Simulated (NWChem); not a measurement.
Molecule: CH6OSi2; SMILES O1[SiH2]C[SiH2]1

```xyz
10

C      0.0000     0.0000     1.3564
Si     1.2601     0.0000    -0.0641
O      0.0000     0.0000    -1.2049
Si    -1.2601     0.0000    -0.0641
H      0.0000    -0.8962     1.9949
H      0.0000     0.8962     1.9949
H      2.1148     1.2177    -0.1736
H      2.1148    -1.2177    -0.1736
H     -2.1148    -1.2177    -0.1736
H     -2.1148     1.2177    -0.1736
```
Atoms are numbered in this order, from 1.

All runs: NWChem. Structure relaxed at the PBE0/def2-SVP level. Level M06-2X/def2-SVP: energy and gradient on several grids; changes count from the extra-fine grid, which is no exact limit either.

Which is the coarsest grid (xfine; coarse; medium; fine; xcoarse) from which on the energy stays within 50 μHa and each gradient component within 100 μHa/bohr of xfine?

fine.
```json
[
 {"grid": "xcoarse", "size of the energy change (μHa)": "10000", "largest change of a gradient component (μHa/bohr)": "4000", "time, medium = 1 (rough)": "about 1"},
 {"grid": "coarse", "size of the energy change (μHa)": "60", "largest change of a gradient component (μHa/bohr)": "500", "time, medium = 1 (rough)": "about 1"},
 {"grid": "medium", "size of the energy change (μHa)": "30", "largest change of a gradient component (μHa/bohr)": "200", "time, medium = 1 (rough)": "about 1"},
 {"grid": "fine", "size of the energy change (μHa)": "< 10", "largest change of a gradient component (μHa/bohr)": "50", "time, medium = 1 (rough)": "about 1"},
 {"grid": "xfine", "size of the energy change (μHa)": "< 10", "largest change of a gradient component (μHa/bohr)": "< 30", "time, medium = 1 (rough)": "2"}
]
```
